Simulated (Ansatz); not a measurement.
A nudged elastic band was laid between two geometries of C2H10AlNSi (15 atoms, charge 0, multiplicity 1).

These are results of Ansatz, RKS B3LYP/def2-SVP, not measurements.

* movable images: 7
* climbing image: yes
* spring: 5.0 eV/Å²
* optimiser: quadratic models (default)
* start path: through a guess of the saddle point
* force threshold: 0.05 eV/Å
* iteration limit: 60
* end points: relaxed

First end point:

```xyz
15
Properties=species:S:1:pos:R:3
C -2.224 -1.426 -1.927
Al -0.658 -1.378 -0.748
N 0.146 0.188 -0.380
Si 1.557 0.569 0.586
C 1.162 1.702 2.042
H -2.559 -0.430 -2.259
H -2.011 -2.024 -2.832
H -3.078 -1.918 -1.428
H -0.049 -2.680 -0.081
H -0.272 1.008 -0.823
H 2.107 -0.726 1.084
H 2.607 1.240 -0.246
H 0.747 2.664 1.698
H 0.427 1.238 2.720
H 2.075 1.921 2.622
```

Last end point:

```xyz
15
Properties=species:S:1:pos:R:3
C -1.348 -1.500 -2.065
Al -0.517 -1.212 -0.303
N -0.870 0.639 0.470
Si 1.020 0.611 0.069
C 1.914 1.077 1.677
H -1.274 -0.620 -2.727
H -0.868 -2.342 -2.594
H -2.418 -1.755 -1.965
H -0.616 -2.258 0.894
H -1.433 1.327 -0.035
H -1.119 0.704 1.460
H 1.162 1.780 -0.866
H 1.629 2.079 2.040
H 1.715 0.340 2.472
H 3.003 1.080 1.503
```

(1) What changes between the two ends?

(2) What energy profile does the band end with?

(3) What is the geometry of the highest image?

## Answers

(1) Bonds broken: Si4–H11. Bonds formed: Al2–Si4, N3–H11.

(2) The forces met the threshold. The highest image is number 5 of 0 to 8, 73.3 kcal/mol above the first end and 51.0 kcal/mol above the last; the last end lies 22.3 kcal/mol above the first. The profile has 3 maxima (images 2, 5, 7) with wells between them (images 3, 6): this band takes more than one step, which may be the mechanism or a detour left from its start path. Neighbouring images differ by up to 3.1 eV, so the band resolves the path poorly. A vibrational analysis at the climbing image gives one clearly imaginary mode, 1436i cm⁻¹: a first-order saddle point. The orbitals stay closed-shell, which can raise the energy where a bond breaks towards radicals; this wasn't checked here.

```tsv
image	path coordinate (Å)	energy (kcal/mol)	Si4–H11 (Å)	Al2–Si4 (Å)	N3–H11 (Å)
0	0.00	0.0	1.49	3.24	2.61
1	1.34	0.4	1.49	3.24	2.63
2	2.68	1.1	1.50	3.25	2.68
3	4.03	0.6	1.50	3.24	2.71
4	5.37	1.1	1.49	3.23	2.59
5	6.71	73.3	1.62	3.50	1.34
6	10.45	26.2	2.54	2.75	1.02
7	14.18	28.4	2.53	2.41	1.02
8	17.92	22.3	2.55	2.41	1.02
```

(3) 
```xyz
15
Properties=species:S:1:pos:R:3
C -2.134 -1.272 -1.996
Al -0.415 -1.229 -1.056
N -0.204 -0.210 0.448
Si 1.340 0.153 1.639
C 1.601 2.033 1.493
H -2.877 -0.559 -1.602
H -1.998 -1.055 -3.071
H -2.579 -2.282 -1.940
H 0.825 -2.120 -1.467
H -0.962 0.438 0.680
H -0.032 -0.712 1.682
H 2.423 -0.492 0.818
H 1.664 2.337 0.434
H 0.786 2.597 1.975
H 2.542 2.322 1.992
```

The run took 14 min on 2 threads of Intel(R) Xeon(R) Platinum 8488C (Sapphire Rapids) (shared host), peak memory 0.37 GiB.
